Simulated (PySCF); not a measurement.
Cyclo-(Cl2SiS)3.
Bonds: Si1–Cl2, Si1–Cl3, Si1–S4, Si1–S12, S4–Si5, Si5–Cl6, Si5–Cl7, Si5–S8, S8–Si9, Si9–Cl10, Si9–Cl11, Si9–S12.

Method: PBE0-D3(BJ)/def2-SVP geometry optimisation, gas phase in PySCF.

Problem. List the bond lengths, angles and torsions at this level.

Solution. 
```
                    bond  length (Å)
Si1–Cl2 and 5 like bonds       2.042
 Si1–S4 and 5 like bonds       2.135
```

Bonds in one row agree within 0.01 Å and their mean is given. A selection of angles:
```
      angle  degrees
Cl2–Si1–Cl3    109.1
 Cl2–Si1–S4    111.4
 Cl3–Si1–S4    106.0
 S4–Si1–S12    113.2
 Si1–S4–Si5    101.8
Cl6–Si5–Cl7    108.4
Si1–S12–Si9    100.5
```

Torsions: Cl2–Si1–S4–Si5 49° (synclinal); Cl2–Si1–S12–Si9 -87° (synclinal); Si1–S4–Si5–Cl6 -87° (synclinal); S4–Si5–S8–Si9 32° (synclinal); Si5–S8–Si9–Cl10 168° (antiperiplanar); S8–Si9–S12–Si1 38° (synclinal).

Si1 (silicon bonded to 2 Cl and 2 S) is distorted tetrahedral (angles from 105.8° to 113.2°). Of the pairs four or more bonds apart, Cl2···S8 is among the closest relative to their van der Waals radii: 3.72 Å, 105 % of the sum of Bondi's values. All 6 S–Si bonds measure 2.134 to 2.136 Å.

Point group: C2 (tolerance 0.08 Å). No frequency check. The numbers are those of one conformer.
